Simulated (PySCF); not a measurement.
# Unknown compound

The spectra below were simulated for a compound C6H14NPSi.

$^{1}$H NMR (400 MHz, computed): δ 4.94 (m, 3H), 1.98 (m, 1H), 1.82 (m, 2H), 1.73 (m, 2H), 1.70 (m, 2H), 1.49 (m, 2H), 1.16 (m, 2H).

$^{13}$C{$^{1}$H} NMR (computed): δ 32.7 (CH2), 32.4 (CH), 31.2 (CH2), 24.1 (CH2).

PySCF 2.14.0 with density-fitted response routines calculation with coordinates at the GFN2-xTB level and σ from GIAO-PBE0/pcSseg-1; single conformer, gas phase, no relativistic terms, averaged over atoms made equivalent by symmetry, fast rotation or ring inversion.

Chemical shifts δ = σref − σ; $^{1}$H and $^{13}$C against TMS, all at this level.

Propose a structure and justify it.

## Answers


4 carbon signals for 6 carbons: some carbons are equivalent by symmetry or fast rotation. Carbon types of the structure: 1 × CH, 5 × CH2, leaving 3 H on heteroatoms. δC 32.7, 24.1: sp3 CH2 bonded to P. δC 32.4: sp3 CH in a ring; saturated and bonded to C and H only. δC 31.2: sp3 CH2 in a ring; a saturated carbon with 2 carbon neighbours and no heteroatom attached. δH 4.94: hydrogen on a silicon bonded to N. δH 1.98: hydrogen on an sp3 CH in a ring. δH 1.82, 1.73: hydrogen on an sp3 CH2 in a ring. δH 1.70, 1.49, 1.16: hydrogen on an sp3 CH2 bonded to P.

Structure: SMILES [SiH3]N=[P@]12CC[C@H](CC1)C2.

This is the structure that produced the data.

Splittings by $^{31}$P in the carbon and heteronuclear signals aren't shown, as no couplings were computed. Shifts are as computed. Against solution values, carbons near 30 ppm lie about +3 ppm off and those near 130 ppm about +5 ppm. Of 1211 compounds with measured shifts, 218 miss one by over three times the rms of a fit or turn the order of signals round; such compounds aren't used in these exercises. No couplings were computed; multiplicities are counted from neighbouring protons, with m where these are inequivalent, close in shift, in a saturated or five-membered ring or joined by F or P, and br s for small geminal =CH2 splittings.
